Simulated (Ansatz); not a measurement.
The cluster Mg2S2⁺, relaxed as a doublet with UKS PBE0-D4/def2-TZVP in Ansatz, starting from the GFN1-xTB geometry. Force threshold 0.02 eV/Å.

The structure comes from a short search, and lower isomers may exist.

Start:

```xyz
4

Mg    1.8782   -1.1217   -0.1597
Mg   -1.8768    1.1229    0.1589
S    -0.4194   -0.7795    0.5588
S     0.4179    0.7782   -0.5579
```

```json
{"step": "1", "energy (eV)": "-32541.8844", "largest force component (eV/Å)": "1.256", "SCF passes": "17"}
{"step": "2", "energy (eV)": "-32542.0585", "largest force component (eV/Å)": "0.330", "SCF passes": "18"}
{"step": "3", "energy (eV)": "-32542.0727", "largest force component (eV/Å)": "0.080", "SCF passes": "20"}
{"step": "4", "energy (eV)": "-32542.0732", "largest force component (eV/Å)": "0.027", "SCF passes": "20"}
{"step": "5", "energy (eV)": "-32542.0733", "largest force component (eV/Å)": "0.000", "SCF passes": "13"}
{"step": "6", "energy (eV)": "-32542.0736", "largest force component (eV/Å)": "0.009", "SCF passes": "22"}
{"step": "7", "energy (eV)": "-32542.0747", "largest force component (eV/Å)": "0.018", "SCF passes": "22"}
{"step": "8", "energy (eV)": "-32542.0789", "largest force component (eV/Å)": "0.043", "SCF passes": "22"}
{"step": "9", "energy (eV)": "-32542.1112", "largest force component (eV/Å)": "0.109", "SCF passes": "22"}
{"step": "10", "energy (eV)": "-32542.1413", "largest force component (eV/Å)": "0.048", "SCF passes": "22"}
{"step": "11 (rejected)", "energy (eV)": "-32542.1375", "largest force component (eV/Å)": "0.297", "SCF passes": "28"}
{"step": "12", "energy (eV)": "-32542.1533", "largest force component (eV/Å)": "0.019", "SCF passes": "23"}
```

Force components are those of the run's own axes.

End:

```xyz
4

Mg    1.7907   -0.8084    0.2140
Mg   -1.5155    1.1682    0.4943
S    -0.5833   -1.0097    0.2405
S     0.3081    0.6499   -0.9489
```

By distances, no bond broke or formed. The bond that changes most is S3–S4, from 2.09 to 2.23 Å (atoms count from 1).

The force fell under the threshold at step 5, but the optimiser went on and released 0.080 eV more. No frequencies were taken in this run, so the end may be a saddle point.

It took 20 s on 4 threads of Arm Neoverse V2 on a shared host.
